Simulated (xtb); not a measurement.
A geometry relaxed with GFN2-xTB (xtb), charge 0, multiplicity 1:

```xyz
10

H      0.8825    -1.0350     1.6706
O      0.0186     1.4176     0.5544
S      1.6358    -0.7256     0.6196
H     -1.6009     0.1061    -1.0667
C      0.3505     0.3170    -0.2203
H     -1.3710    -0.7711     0.4483
H      0.8421     0.6068    -1.1591
H     -0.6510    -1.3931    -1.0515
C     -0.9004    -0.4959    -0.4928
H      0.7940     1.9731     0.6976
```

Q: Write the SMILES of this molecule.

A: `C[C@@H](O)S`
